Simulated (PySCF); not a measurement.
C2H8GeO.
Numbering: `[CH3:1][O:2][GeH2:3][CH3:4]`

Cartesian coordinates in Å at the PBE0-D3(BJ)/def2-SVP level; atoms count from 1:
```
atom  x, y, z in Å
C1     2.104    0.721   -0.293
O2     0.712    0.827   -0.266
Ge3   -0.275   -0.541    0.320
C4    -2.110    0.050    0.149
H5     2.458   -0.106   -0.942
H6     2.523    1.658   -0.693
H7     2.541    0.563    0.714
H8     0.125   -0.837    1.785
H9     0.040   -1.777   -0.557
H10   -2.328    0.287   -0.902
H11   -2.802   -0.734    0.488
H12   -2.269    0.953    0.755
```

Lines to be assigned: C 1s: 290.46 (area 1), 292.03 (area 1) eV; O 1s: 537.36 eV.

Computed, not measured: delta-SCF UKS SCAN, pcX-2 on the ionised atom, pcseg-1 elsewhere, spin-free X2C in PySCF 2.14.0. The structure is a single PBE0-D3(BJ)/def2-SVP conformer in the gas phase; no vibrational or solvent corrections.

Assign the C 1s lines to atoms.

290.46 eV: C4 (sp3 carbon bound to germanium); 292.03 eV: C1 (methoxy carbon). The listed C 1s values span 1.57 eV, from C4 (bonded to 3 H and Ge) to C1 (bonded to O and 3 H). Summing the Pauling electronegativity differences to the bonded atoms, each weighted by its formal bond order, gives -1.59 for the lowest site and -0.16 for the highest.

Bonded neighbours of each site: C1: O and 3 H; O2: C and Ge; C4: 3 H and Ge.

Give the binding energy of C 1s of C4 in hartree and in kJ/mol.

290.46 eV = 10.6742 Eh = 28025 kJ/mol.

No level of germanium is listed.
